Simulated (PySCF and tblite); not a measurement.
Results of a calculation; reference values are marked as such.
C₂H₁₀BNSi₂, numbered as in [BH:1]1[SiH2:2][CH2:3][CH2:4][NH:5][SiH2:6]1.

Search: ETKDG and KDG, UFF, GFN2-xTB, 200 starts; geometries at GFN2-xTB. Weights use PBE0-D3(BJ)/pcSseg-1 energies plus GFN2-xTB zero-point and thermal terms (modes under about 100 cm⁻¹ blended into free rotors). Symmetry numbers and mirror images are counted. Conformers within 2.5 kcal/mol (GFN2-xTB free energy) were kept, 5 at most. (PySCF 2.14, tblite 0.8.)

An NOE distance is ⟨r⁻⁶⟩^(−1/6) over all pairs of like atoms and, for the average, over conformers.

The 6-ring runs over atoms 1–2–3–4–5–6. Of a mirror pair one member is shown.

```
conformer                                                              shape  weight %
        1  6-ring flattened chair (ring torsions 48, -69, 72, -45, 23, -27°)      90.3
        2                                                       6-ring chair       9.7
```

Q: Which H–H contacts under 3.5 Å would NOEs report (pairs on one atom left out) at 298.15 K?

A: 
| pair | in 1 (Å) | in 2 (Å) | average (Å) |
| --- | --- | --- | --- |
| H4 ··· H5 | 2.36 | 2.52 | 2.37 |
| H3 ··· H4 | 2.54 | 2.56 | 2.55 |
| H5 ··· H6 | 2.82 | 2.92 | 2.83 |
| H2 ··· H3 | 3.05 | 3.04 | 3.04 |
| H3 ··· H5 | 3.56 | 2.88 | 3.43 |
| H1 ··· H6 | 3.46 | 3.55 | 3.47 |

Longer pairs under the limit may be missing.


Conformer gaps in pcSseg-1 on xTB geometries can be 2 kcal/mol off for S=O, P=O and other polar bonds.